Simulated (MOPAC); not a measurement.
MOPAC input (PM6):

```
PM6 PRECISE GNORM=0.05 LET XYZ GEO-OK AUX(PRECISION=9) THREADS=1
C3H8Se2

C    -2.62452800 1   -0.16961000 1    1.17374500 1
C    -1.48294600 1    0.74248400 1    0.72649400 1
C    -0.14734500 1    0.02515600 1    0.57200200 1
Se   -0.31196700 1   -1.40527600 1   -0.80030600 1
Se    1.34866800 1    1.26516900 1    0.22814400 1
H    -3.53009200 1    0.41429100 1    1.34479500 1
H    -2.37489100 1   -0.68421800 1    2.10403900 1
H    -2.85697400 1   -0.92960100 1    0.42628900 1
H    -1.73810100 1    1.22949900 1   -0.21806800 1
H    -1.34206400 1    1.54029700 1    1.45922700 1
H     0.13667000 1   -0.45685300 1    1.50610200 1
H     1.13639100 1   -1.62581500 1   -0.91161500 1
H     0.85013300 1    1.68784200 1   -1.09072200 1
```

Output:

```
 *******************************************************************************
 **                                                                           **
 **                              MOPAC v23.2.5                                **
 **                                                                           **
 *******************************************************************************
 ** MOPAC's Digital Object Identifier: https://doi.org/10.5281/zenodo.6511958 **
 **                                                                           **
 ** Please cite the open-source release paper for use of this MOPAC version:  **
 ** J. E. Moussa and J. J. P. Stewart (2026)                                  **
 ** MOPAC: An open-source semiempirical molecular orbital program             **
 ** J. Open Source Softw., 11(119), 8025, https://doi.org/10.21105/joss.08025 **
 *******************************************************************************

                              PM6 CALCULATION RESULTS

 *******************************************************************************
 *  PM6        - The PM6 Hamiltonian to be used
 *  GEO-OK     - OVERRIDE INTERATOMIC DISTANCE AND OTHER SAFETY CHECKS
 *  LET        - OVERRIDE SOME SAFETY CHECKS
 *  PRECISE    - TIGHTER CRITERIA TO BE USED
 *  XYZ        - CARTESIAN COORDINATE SYSTEM TO BE USED
 *  GNORM      - EXIT WHEN GRADIENT NORM DROPS BELOW 0.050
 *  AUX        - OUTPUT AUXILIARY INFORMATION
 *******************************************************************************
PM6 PRECISE GNORM=0.05 LET XYZ GEO-OK AUX(PRECISION=9) THREADS=1
 C3H8Se2

   ATOM   CHEMICAL          X               Y               Z
  NUMBER   SYMBOL      (ANGSTROMS)     (ANGSTROMS)     (ANGSTROMS)

     1       C         -2.62452800  *  -0.16961000  *   1.17374500  *
     2       C         -1.48294600  *   0.74248400  *   0.72649400  *
     3       C         -0.14734500  *   0.02515600  *   0.57200200  *
     4      Se         -0.31196700  *  -1.40527600  *  -0.80030600  *
     5      Se          1.34866800  *   1.26516900  *   0.22814400  *
     6       H         -3.53009200  *   0.41429100  *   1.34479500  *
     7       H         -2.37489100  *  -0.68421800  *   2.10403900  *
     8       H         -2.85697400  *  -0.92960100  *   0.42628900  *
     9       H         -1.73810100  *   1.22949900  *  -0.21806800  *
    10       H         -1.34206400  *   1.54029700  *   1.45922700  *
    11       H          0.13667000  *  -0.45685300  *   1.50610200  *
    12       H          1.13639100  *  -1.62581500  *  -0.91161500  *
    13       H          0.85013300  *   1.68784200  *  -1.09072200  *

          CARTESIAN COORDINATES

    NO.       ATOM           X           Y           Z

     1         C         -2.6245     -0.1696      1.1737
     2         C         -1.4829      0.7425      0.7265
     3         C         -0.1473      0.0252      0.5720
     4        Se         -0.3120     -1.4053     -0.8003
     5        Se          1.3487      1.2652      0.2281
     6         H         -3.5301      0.4143      1.3448
     7         H         -2.3749     -0.6842      2.1040
     8         H         -2.8570     -0.9296      0.4263
     9         H         -1.7381      1.2295     -0.2181
    10         H         -1.3421      1.5403      1.4592
    11         H          0.1367     -0.4569      1.5061
    12         H          1.1364     -1.6258     -0.9116
    13         H          0.8501      1.6878     -1.0907

 General Reference for PM6:
 "Optimization of Parameters for Semiempirical Methods V: Modification of NDDO Approximations
 and Application to 70 Elements", J. J. P. Stewart, J. Mol. Mod., 13, 1173-1213 (2007)
 URL: https://link.springer.com/article/10.1007/s00894-007-0233-4

           Empirical Formula: C3 H8 Se2  =    13 atoms

      MOLECULAR POINT GROUP   :   C1

      RHF CALCULATION, NO. OF DOUBLY OCCUPIED LEVELS = 16

          Geometry optimization using EF

          DIAGONAL MATRIX USED AS START HESSIAN

 CYCLE:     1  GRAD.:    37.519 HEAT: -4.970691
 CYCLE:     2  GRAD.:   136.768 HEAT:  2.879440
 CYCLE:     3  GRAD.:    49.418 HEAT: -4.807550
 CYCLE:     4  GRAD.:   165.548 HEAT:  4.766190
 CYCLE:     5  GRAD.:    39.833 HEAT: -5.351541
 CYCLE:     6  GRAD.:   109.841 HEAT: 0.8350439
 CYCLE:     7  GRAD.:    25.598 HEAT: -5.877600
 CYCLE:     8  GRAD.:   121.532 HEAT:-0.3640109
 CYCLE:     9  GRAD.:    18.446 HEAT: -6.028996
 CYCLE:    10  GRAD.:    60.023 HEAT: -4.441059
 CYCLE:    11  GRAD.:    22.648 HEAT: -5.983445
 CYCLE:    12  GRAD.:    73.514 HEAT: -3.633481
 CYCLE:    13  GRAD.:    20.828 HEAT: -6.076043
 CYCLE:    14  GRAD.:    78.994 HEAT: -3.329602
 CYCLE:    15  GRAD.:    19.269 HEAT: -6.119483
 CYCLE:    16  GRAD.:    69.005 HEAT: -4.034647
 CYCLE:    17  GRAD.:     8.630 HEAT: -6.276225
 CYCLE:    18  GRAD.:    35.711 HEAT: -5.796528
 CYCLE:    19  GRAD.:     4.308 HEAT: -6.321981
 CYCLE:    20  GRAD.:    10.421 HEAT: -6.296313
 CYCLE:    21  GRAD.:     2.438 HEAT: -6.356904
 CYCLE:    22  GRAD.:     4.105 HEAT: -6.384016
 CYCLE:    23  GRAD.:     9.456 HEAT: -6.478258
 CYCLE:    24  GRAD.:    12.408 HEAT: -6.631604
 CYCLE:    25  GRAD.:    20.387 HEAT: -6.512453
 CYCLE:    26  GRAD.:     4.491 HEAT: -6.712260
 CYCLE:    27  GRAD.:     2.427 HEAT: -6.733685
 CYCLE:    28  GRAD.:     1.620 HEAT: -6.742747
 CYCLE:    29  GRAD.:     1.755 HEAT: -6.748619
 CYCLE:    30  GRAD.:     1.223 HEAT: -6.753091
 CYCLE:    31  GRAD.:     1.398 HEAT: -6.756930
 CYCLE:    32  GRAD.:     0.872 HEAT: -6.758164
 CYCLE:    33  GRAD.:     0.642 HEAT: -6.760619
 CYCLE:    34  GRAD.:     0.624 HEAT: -6.762109
 CYCLE:    35  GRAD.:     0.503 HEAT: -6.763383
 CYCLE:    36  GRAD.:     0.404 HEAT: -6.763928
 CYCLE:    37  GRAD.:     0.507 HEAT: -6.766644
 CYCLE:    38  GRAD.:     0.524 HEAT: -6.768310
 CYCLE:    39  GRAD.:     1.094 HEAT: -6.770703
 CYCLE:    40  GRAD.:     0.255 HEAT: -6.771908
 CYCLE:    41  GRAD.:     0.199 HEAT: -6.772150
 CYCLE:    42  GRAD.:     0.197 HEAT: -6.772432
 CYCLE:    43  GRAD.:     0.135 HEAT: -6.772510
 CYCLE:    44  GRAD.:     0.176 HEAT: -6.772660
 CYCLE:    45  GRAD.:     0.285 HEAT: -6.772886
 CYCLE:    46  GRAD.:     0.344 HEAT: -6.773127
 CYCLE:    47  GRAD.:     0.412 HEAT: -6.773706
 CYCLE:    48  GRAD.:     0.356 HEAT: -6.774182
 CYCLE:    49  GRAD.:     0.369 HEAT: -6.775181
 CYCLE:    50  GRAD.:     0.283 HEAT: -6.775404
 CYCLE:    51  GRAD.:     0.139 HEAT: -6.775615
 CYCLE:    52  GRAD.:     0.105 HEAT: -6.775707
 CYCLE:    53  GRAD.:     0.089 HEAT: -6.775780
 CYCLE:    54  GRAD.:     0.063 HEAT: -6.775813
 CYCLE:    55  GRAD.:     0.056 HEAT: -6.775837
 CYCLE:    56  GRAD.:     0.069 HEAT: -6.775857
 CYCLE:    57  GRAD.:     0.111 HEAT: -6.775919
 CYCLE:    58  GRAD.:     0.109 HEAT: -6.775980
 CYCLE:    59  GRAD.:     0.047 HEAT: -6.776092

     GRADIENT =  0.04744 IS LESS THAN CUTOFF =  0.05000

 -------------------------------------------------------------------------------
 PM6 PRECISE GNORM=0.05 LET XYZ GEO-OK AUX(PRECISION=9) THREADS=1
 C3H8Se2

     GEOMETRY OPTIMISED USING EIGENVECTOR FOLLOWING (EF).
     SCF FIELD WAS ACHIEVED

                              PM6 CALCULATION
                                                       MOPAC v23.2.5 Linux

          FINAL HEAT OF FORMATION =         -6.77609 KCAL/MOL =     -28.35117 KJ/MOL

          COSMO AREA              =        148.83 SQUARE ANGSTROMS
          COSMO VOLUME            =        146.88 CUBIC ANGSTROMS

          GRADIENT NORM           =          0.04744          =       0.01316 PER ATOM
          IONIZATION POTENTIAL    =          8.366397 EV
          HOMO LUMO ENERGIES (EV) =         -8.366  0.141
          NO. OF FILLED LEVELS    =         16
          MOLECULAR WEIGHT        =        202.0162         POINT GROUP:  C1

          MOLECULAR DIMENSIONS (Angstroms)

            Atom       Atom       Distance
            H    12    H     6     5.53054
            H    13    H     7     4.30250
            H     8   Se     5     2.77966

          SCF CALCULATIONS        =         60

   ATOM   CHEMICAL          X               Y               Z
  NUMBER   SYMBOL      (ANGSTROMS)     (ANGSTROMS)     (ANGSTROMS)

     1       C         -2.58600530  *  -0.14631402  *   1.25435945  *
     2       C         -1.48855029  *   0.72226346  *   0.63376467  *
     3       C         -0.14859154  *   0.00232203  *   0.51619792  *
     4      Se         -0.29057167  *  -1.38877479  *  -0.87568368  *
     5      Se          1.33847964  *   1.27345048  *   0.27549377  *
     6       H         -3.46862046  *   0.45921512  *   1.49410609  *
     7       H         -2.25478403  *  -0.61918104  *   2.18621029  *
     8       H         -2.92460329  *  -0.94706670  *   0.58698067  *
     9       H         -1.84187825  *   1.11571067  *  -0.34300823  *
    10       H         -1.37856176  *   1.62584882  *   1.27882575  *
    11       H          0.07592441  *  -0.49724090  *   1.49194736  *
    12       H          1.04399505  *  -1.94777376  *  -0.61053780  *
    13       H          0.82107300  *   1.83478502  *  -0.98193896  *

                             CARTESIAN COORDINATES

   1    C       -2.586005297    -0.146314024     1.254359446
   2    C       -1.488550288     0.722263463     0.633764674
   3    C       -0.148591543     0.002322028     0.516197924
   4   Se       -0.290571671    -1.388774794    -0.875683684
   5   Se        1.338479644     1.273450478     0.275493770
   6    H       -3.468620465     0.459215124     1.494106094
   7    H       -2.254784028    -0.619181043     2.186210295
   8    H       -2.924603294    -0.947066704     0.586980675
   9    H       -1.841878248     1.115710669    -0.343008235
  10    H       -1.378561757     1.625848822     1.278825752
  11    H        0.075924412    -0.497240902     1.491947356
  12    H        1.043995049    -1.947773756    -0.610537802
  13    H        0.821072997     1.834785025    -0.981938962

           Empirical Formula: C3 H8 Se2  =    13 atoms

      MOLECULAR POINT GROUP   :   C1

                  EIGENVALUES
 -28.10449 -24.54066 -23.00892 -22.21420 -20.13186 -16.21494 -15.03948 -14.60055
 -13.64691 -13.32410 -12.75451 -12.25550 -11.90643 -11.17293  -8.84221  -8.36640
   0.14073   0.18663   1.92816   2.08714   3.73839   4.19506   5.18304   5.47242
   5.73693   5.94440   6.16668   6.76315

              NET ATOMIC CHARGES AND DIPOLE CONTRIBUTIONS

  ATOM NO.   TYPE          CHARGE      No. of ELECS.   s-Pop       p-Pop
    1          C          -0.466440        4.4664     1.08348     3.38296
    2          C          -0.207329        4.2073     1.08232     3.12501
    3          C          -0.283004        4.2830     1.11680     3.16620
    4         Se          -0.076062        6.0761     1.98583     4.09023
    5         Se          -0.082250        6.0822     1.98569     4.09656
    6          H           0.147258        0.8527     0.85274
    7          H           0.150908        0.8491     0.84909
    8          H           0.158564        0.8414     0.84144
    9          H           0.137269        0.8627     0.86273
   10          H           0.143300        0.8567     0.85670
   11          H           0.178036        0.8220     0.82196
   12          H           0.097965        0.9020     0.90204
   13          H           0.101786        0.8982     0.89821
 DIPOLE           X         Y         Z       TOTAL
 POINT-CHG.    -0.465     0.174     0.319     0.591
 HYBRID         0.055    -0.042    -0.051     0.086
 SUM           -0.410     0.132     0.268     0.507

          ATOMIC ORBITAL ELECTRON POPULATIONS

     Atom    s        px        py        pz
    1  C   1.08348   1.09359   1.13471   1.15465
    2  C   1.08232   0.94766   1.04639   1.13095
    3  C   1.11680   1.02275   1.03499   1.10846
    4 Se   1.98583   1.23946   1.40747   1.44330
    5 Se   1.98569   1.25348   1.49433   1.34875
    6  H   0.85274
    7  H   0.84909
    8  H   0.84144
    9  H   0.86273
   10  H   0.85670
   11  H   0.82196
   12  H   0.90204
   13  H   0.89821

 **********************
 *                    *
 * JOB ENDED NORMALLY *
 *                    *
 **********************

 == MOPAC DONE ==
```

The geometry given is a B3LYP-D3(BJ)/def2-TZVP minimum.
